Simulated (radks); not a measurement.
Trend from Lu2+ to Hg2+: ionisation energy by Delta-SCF between NIST ground configurations, and size. All-electron calculation, scalar-relativistic Kohn-Sham, r2SCAN, spin-unpolarised, spherical densities, finite nucleus; meta-GGA in the generalised Kohn-Sham scheme; Fermi nuclear charge, rms radius of each element as measured or else 0.836 A^(1/3) + 0.57 fm. Program: a radial shooting solver on a logarithmic mesh with Libxc functionals.

[
 {"species": "Lu2+", "configuration": "[Xe] 4f14 6s1", "IE (eV)": "20.357", "NIST (eV)": "20.959", "kind": "exp.", "-e(HOMO) (eV)": "17.354 (6s)", "outermost": "6s", "<r> outermost (bohr)": "3.11", "r at 0.001 e/bohr^3 (bohr)": "4.09"},
 {"species": "Hf2+", "configuration": "[Xe] 4f14 5d2", "IE (eV)": "21.435", "NIST (eV)": "22.55", "kind": "theory", "-e(HOMO) (eV)": "16.405 (5d)", "outermost": "5d", "<r> outermost (bohr)": "2.10", "r at 0.001 e/bohr^3 (bohr)": "3.70"},
 {"species": "Ta2+", "configuration": "[Xe] 4f14 5d3", "IE (eV)": "23.353", "NIST (eV)": "23", "kind": "theory", "-e(HOMO) (eV)": "18.093 (5d)", "outermost": "5d", "<r> outermost (bohr)": "1.97", "r at 0.001 e/bohr^3 (bohr)": "3.74"},
 {"species": "W2+", "configuration": "[Xe] 4f14 5d4", "IE (eV)": "25.218", "NIST (eV)": "26.0", "kind": "semi-emp.", "-e(HOMO) (eV)": "19.733 (5d)", "outermost": "5d", "<r> outermost (bohr)": "1.86", "r at 0.001 e/bohr^3 (bohr)": "3.73"},
 {"species": "Re2+", "configuration": "[Xe] 4f14 5d5", "IE (eV)": "27.041", "NIST (eV)": "27", "kind": "theory", "-e(HOMO) (eV)": "21.335 (5d)", "outermost": "5d", "<r> outermost (bohr)": "1.77", "r at 0.001 e/bohr^3 (bohr)": "3.69"},
 {"species": "Os2+", "configuration": "[Xe] 4f14 5d6", "IE (eV)": "28.833", "NIST (eV)": "25", "kind": "theory", "-e(HOMO) (eV)": "22.910 (5d)", "outermost": "5d", "<r> outermost (bohr)": "1.68", "r at 0.001 e/bohr^3 (bohr)": "3.65"},
 {"species": "Ir2+", "configuration": "[Xe] 4f14 5d7", "IE (eV)": "30.600", "NIST (eV)": "28", "kind": "theory", "-e(HOMO) (eV)": "24.463 (5d)", "outermost": "5d", "<r> outermost (bohr)": "1.61", "r at 0.001 e/bohr^3 (bohr)": "3.59"},
 {"species": "Pt2+", "configuration": "[Xe] 4f14 5d8", "IE (eV)": "32.349", "NIST (eV)": "29", "kind": "theory", "-e(HOMO) (eV)": "26.001 (5d)", "outermost": "5d", "<r> outermost (bohr)": "1.55", "r at 0.001 e/bohr^3 (bohr)": "3.54"},
 {"species": "Au2+", "configuration": "[Xe] 4f14 5d9", "IE (eV)": "34.084", "NIST (eV)": "30", "kind": "theory", "-e(HOMO) (eV)": "27.527 (5d)", "outermost": "5d", "<r> outermost (bohr)": "1.49", "r at 0.001 e/bohr^3 (bohr)": "3.48"},
 {"species": "Hg2+", "configuration": "[Xe] 4f14 5d10", "IE (eV)": "35.809", "NIST (eV)": "34.49", "kind": "exp.", "-e(HOMO) (eV)": "29.048 (5d)", "outermost": "5d", "<r> outermost (bohr)": "1.43", "r at 0.001 e/bohr^3 (bohr)": "3.42"}
]

Reference values: NIST Atomic Spectra Database (exp. = measured, semi-emp. = semi-empirical, theory = theoretical value adopted there). Spin polarisation and multiplet splitting are left out, so open shells lie too high by an amount that depends on their filling. Spin-orbit splitting is averaged out at the scalar-relativistic level.

Beside tabulated values, note that spin-unpolarised runs miss the spin-polarisation part of the exchange energy of open shells.
